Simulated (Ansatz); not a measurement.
`NB(S)[SiH2][SiH3]` at its PBE0-D4/def2-TZVP geometry, where that method's forces vanish. Total charge 0; spin multiplicity 1.

```xyz
13

N    -0.7311    1.2300    1.7452
B    -0.2359    0.0461    1.2016
S    -0.8221   -1.5949    1.6994
Si    1.1591    0.1036   -0.2598
Si    0.2165   -0.5569   -2.2974
H    -1.4491    1.2707    2.4502
H    -0.3910    2.1337    1.4647
H    -1.7375   -1.2254    2.6154
H     2.3149   -0.7897    0.0360
H     1.6853    1.4947   -0.4081
H     1.1980   -0.4592   -3.4127
H    -0.9481    0.3112   -2.6253
H    -0.2590   -1.9639   -2.2092
```

Task: What forces (eV/Å) does B3LYP-D4/def2-TZVPP give on these atoms in the Gaussian-basis code of Ansatz? (Best estimate.)

Result: Computed: 
```
N1  -0.021  0.069  0.019
B2   0.104  0.033 -0.081
S3  -0.064 -0.116  0.055
Si4  0.123  0.048  0.039
Si5 -0.049 -0.043 -0.121
H6  -0.007  0.018  0.005
H7  -0.014  0.013  0.018
H8  -0.009 -0.021  0.007
H9  -0.064  0.056 -0.015
H10 -0.026 -0.078  0.013
H11 -0.064 -0.009  0.058
H12  0.065 -0.053  0.014
H13  0.026  0.085 -0.012
```

B3LYP here is the variant with VWN-RPA as its local correlation; programs differ in this.
